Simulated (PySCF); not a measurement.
C5H11N3Si.
Atom-mapped SMILES: `[CH3:1][c:2]1[n:3][cH:4][n:5][n:6]1[SiH:7]([CH3:8])[CH3:9]` (hydrogens: H10, H11, H12 on C1; H13 on C4; H14 on Si7; H15, H16, H17 on C8; H18, H19, H20 on C9)

All values: PBE0/pcSseg-1 (PySCF, non-relativistic), on one gas-phase PBE0-D3(BJ)/def2-SVP geometry that isn't relaxed in the solvent. The solvent is an IEF-PCM continuum (Bondi radii, 1.10 Å for H, scaled by 1.2). Only the electrostatic response of the medium enters.

Gas phase at PBE0/pcSseg-1: HOMO -7.33 eV, LUMO 0.06 eV, dipole 3.31 D.

Task: What does the continuum do to the energy, the frontier levels and the dipole at PBE0/pcSseg-1 in chloroform and dimethylsulfoxide?

Result: 
```csv
solvent,ε,E(solvent) − E(gas) (kcal/mol),polarisation term (kcal/mol),distortion of the solute (kcal/mol),HOMO (eV),LUMO (eV),dipole (D)
chloroform,4.711,-5.37,-5.97,0.60,-7.47,-0.01,4.11
dimethylsulfoxide,46.83,-7.53,-8.78,1.25,-7.53,-0.05,4.47
```

The polarisation term is half the interaction of the solute with the surface charges that it induces; the rest is the cost of distorting the solute's density. The sum is the electrostatic part of solvation alone. From chloroform to dimethylsulfoxide the lowering changes by a factor 1.40, Onsager's factor (ε − 1)/(2ε + 1) by 1.36 and ε itself by 9.9.

Task: Which radius a makes the point-dipole formula ΔE = −[(ε − 1)/(2ε + 1)]·μ²/a³ give the value in dimethylsulfoxide, with the gas-phase dipole?

Result: μ = 1.303 au and |ΔE| = 0.01201 Eh give a = 2.17 Å; the farthest nucleus lies 3.73 Å from the centroid of the nuclei, so such a sphere wouldn't even hold the nuclei. The formula assumes a rigid point dipole at the centre of a sphere.

Task: Which ESP-fitted charges (PBE0/pcSseg-1) respond most in chloroform (means over atoms taken as equivalent)?

Result: 
```tsv
atoms	environment	gas (e)	solvent (e)	change
N3	pyridine-type nitrogen	-0.729	-0.793	-0.064
N5	pyridine-type nitrogen	-0.610	-0.653	-0.043
C4	aromatic CH next to a ring nitrogen	+0.488	+0.516	+0.028
N6	pyrrole-type nitrogen	-0.002	+0.020	+0.022
C2	substituted aromatic carbon	+0.567	+0.585	+0.018
Si7	SiH silicon	+0.803	+0.815	+0.012
```

Task: Which Mayer bond orders change most in chloroform?

Result: 
```
  bond  length (Å)    gas  solvent  change
 N6–C2       1.361  1.138    1.159  +0.021
N6–Si7       1.799  0.686    0.667  -0.019
 C2–N3       1.319  1.555    1.539  -0.016
 C1–C2       1.487  1.078    1.084  +0.006
Si7–C9       1.864  0.997    1.003  +0.006
Si7–C8       1.863  0.997    1.002  +0.005
C1–H11       1.101  0.943    0.938  -0.005
C1–H12       1.101  0.943    0.938  -0.005
```

Shape of the structure used: `[CH3:1][c:2]1[n:3][cH:4][n:5][n:6]1[SiH:7]([CH3:8])[CH3:9]`: N5–N6–Si7–C8 -59°.
